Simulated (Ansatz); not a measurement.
Reaction (atomization): `N[SiH]O[SiH2]N`• → 7 H• + 2 N• + O• + 2 Si•

Program: Ansatz. Geometries: PBE0-D4/def2-TZVP. ΔE: electronic, gas phase. CCSD(T)/CBS adds triple-zeta CCSD(T) − MP2 to the extrapolated MP2 energy (def2 sets, frozen cores). This one scheme is used for every species, atoms too. Functionals use def2-TZVPP. Open shells (•) are unrestricted, without spin–orbit coupling. Spin–orbit coupling would lower the free atoms: a little for O, Si. One conformer a species, not always the lowest.

```csv
level,ΔE (kcal/mol)
r2SCAN-D4,996.0
ωB97X-V,1004.2
B2PLYP,987.2
HF/CBS(def2),705.3
```

(1) What does CCSD(T)/CBS give? (An estimate is asked.)

Largest T1 diagnostic among the species: 0.013.

Results:

(1) Computed: +1000.0 kcal/mol. The listed levels differ from it by -4.0, 4.2, -12.8, -294.7 kcal/mol.

From PBE to PBE0 (25 % exact exchange), in def2-TZVPP and without D4, ΔE moves by −17.3 kcal/mol: exact exchange takes away binding that semilocal exchange gives to molecules. The D4 term adds +11.1 kcal/mol with B3LYP and +5.8 kcal/mol with PBE0; it sums over pairs of atoms, weighted by their polarisabilities, and B3LYP, whose exchange is more repulsive, gets the larger term.

B3LYP here is the variant with VWN-RPA as its local correlation; programs differ in this.

For atomizations the MP2-based limit and the directly extrapolated one differ by several kJ/mol either way, and by 10 to 25 for some Ge, Se and Sn compounds, so smaller differences from it don't rank the levels.
